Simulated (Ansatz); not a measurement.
# Cost against result

Saddle point of SnPNH₈, singlet (SnNH₅ ([NH2][SnH3]) + PH₃ → SnPH₅ ([PH2][SnH3]) + NH₃; bonds formed: Sn1–P7, N2–H6; bonds broken: Sn1–N2, H6–P7), PBE0-D4/def2-TZVP structure:

Sn1  (-1.064, -1.051, 0.481)
N2  (1.010, -0.523, 0.402)
H3  (-0.939, -2.538, 1.333)
H4  (-1.854, 0.101, 1.430)
H5  (-1.587, -1.327, -1.101)
H6  (0.752, 0.473, -0.187)
P7  (-0.339, 1.805, -1.055)
H8  (1.448, -0.351, 1.304)
H9  (1.599, -1.159, -0.129)
H10  (0.393, 2.794, -0.339)
H11  (0.581, 1.775, -2.139)
(Å)

Barriers are electronic and count from the start structure reached by relaxing down the imaginary mode.

Ansatz 0.2.0; basis: as named in each row; cores frozen in the correlated methods. Filled d shells of the heavier atoms are correlated. Core potentials replace the inner electrons of the atoms past krypton. The def2 sets are not built for correlating such inner shells, so the correlated values are less sure here. B3LYP uses VWN-RPA correlation. Extrapolation: Hartree–Fock as exp(−7.88 √X), correlation as X^−2.97.

Times are rough, for one single point on 4 threads of a shared host (Arm Neoverse V1).

The estimate by CCSD(T) at an estimated basis limit (MP2 extrapolated from triple and quadruple zeta, plus CCSD(T) − MP2 in triple zeta) is 1.147 eV.

```tsv
method	basis	time (s)	barrier (eV)	method less estimate
SPW92	def2-SVP	under 1	0.483	-0.664
PBE-D4	def2-SVP	under 1	0.755	-0.392
PBE0-D4	def2-SVP	1	0.881	-0.266
SPW92	def2-TZVPP	1	0.580	-0.566
PBE-D4	def2-TZVPP	2	0.833	-0.313
BLYP-D4	def2-TZVPP	2	0.998	-0.149
BHLYP-D4	def2-TZVPP	2	1.246	0.100
B3LYP-D4	def2-TZVPP	2	1.095	-0.051
PBE0-D4	def2-TZVPP	3	0.964	-0.183
CAM-B3LYP-D4	def2-TZVPP	3	1.191	0.044
r2SCAN-D4	def2-TZVPP	4	0.958	-0.189
r2SCAN0-D4	def2-TZVPP	4	1.040	-0.107
CCSD(T)	def2-SVP	4	1.298	0.151
wB97M-V	def2-SVP	5	1.046	-0.101
B2PLYP	def2-TZVPP	6	1.182	0.035
PBE-QIDH	def2-TZVPP	6	1.098	-0.048
RPA on PBE	def2-TZVPP	6	1.287	0.140
wB97X-V	def2-TZVPP	7	1.208	0.062
wB97M-V	def2-TZVPP	8	1.153	0.006
B97M-V	def2-TZVPP	8	1.090	-0.056
MP2	def2-QZVPP	18	1.115	-0.032
CCSD(T)	def2-TZVPP	140	1.212	0.066
```

All methods are single points on the PBE0-D4 structures.

The T1 diagnostic stays at or below 0.014.

Labels in which every atom is bracketed show which atoms are joined, not bond orders.
